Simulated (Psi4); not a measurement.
Calculation: SAPT0/jun-cc-pVDZ, frozen core in Psi4.

Psi4 input:

```
molecule {
0 1
H 0.37192002 -0.00000000 0.00000000
H -0.37192002 0.00000000 -0.00000000
--
0 1
Br -0.42033400 -0.48694441 -3.41886795
H -0.48378715 -1.03382225 -2.10470279
units angstrom
symmetry c1
no_reorient
no_com
}
set basis jun-cc-pvdz
set scf_type df
set freeze_core true
energy('sapt0')
```

Part of the output:

```
    SAPT Results
  --------------------------------------------------------------------------------------------------------
    Electrostatics                 -0.99218814 [mEh]      -0.62260746 [kcal/mol]      -2.60498960 [kJ/mol]
      Elst10,r                     -0.99218814 [mEh]      -0.62260746 [kcal/mol]      -2.60498960 [kJ/mol]

    Exchange                        2.62880725 [mEh]       1.64960145 [kcal/mol]       6.90193248 [kJ/mol]
      Exch10                        2.62880725 [mEh]       1.64960145 [kcal/mol]       6.90193248 [kJ/mol]
      Exch10(S^2)                   2.62155106 [mEh]       1.64504812 [kcal/mol]       6.88288135 [kJ/mol]

    Induction                      -0.37133681 [mEh]      -0.23301736 [kcal/mol]      -0.97494465 [kJ/mol]
      Ind20,r                      -0.53977994 [mEh]      -0.33871702 [kcal/mol]      -1.41719203 [kJ/mol]
      Exch-Ind20,r                  0.39615726 [mEh]       0.24859243 [kcal/mol]       1.04011074 [kJ/mol]
      delta HF,r (2)               -0.22771413 [mEh]      -0.14289277 [kcal/mol]      -0.59786336 [kJ/mol]

    Dispersion                     -0.64812899 [mEh]      -0.40670708 [kcal/mol]      -1.70166242 [kJ/mol]
      Disp20                       -0.72881960 [mEh]      -0.45734121 [kcal/mol]      -1.91351560 [kJ/mol]
      Exch-Disp20                   0.08069062 [mEh]       0.05063413 [kcal/mol]       0.21185318 [kJ/mol]
      Disp20 (SS)                  -0.36440980 [mEh]      -0.22867060 [kcal/mol]      -0.95675780 [kJ/mol]
      Disp20 (OS)                  -0.36440980 [mEh]      -0.22867060 [kcal/mol]      -0.95675780 [kJ/mol]
      Exch-Disp20 (SS)              0.04057570 [mEh]       0.02546164 [kcal/mol]       0.10653149 [kJ/mol]
      Exch-Disp20 (OS)              0.04011491 [mEh]       0.02517249 [kcal/mol]       0.10532169 [kJ/mol]

  Total HF                          1.26528230 [mEh]       0.79397663 [kcal/mol]       3.32199823 [kJ/mol]
  Total SAPT0                       0.61715332 [mEh]       0.38726955 [kcal/mol]       1.62033581 [kJ/mol]
```
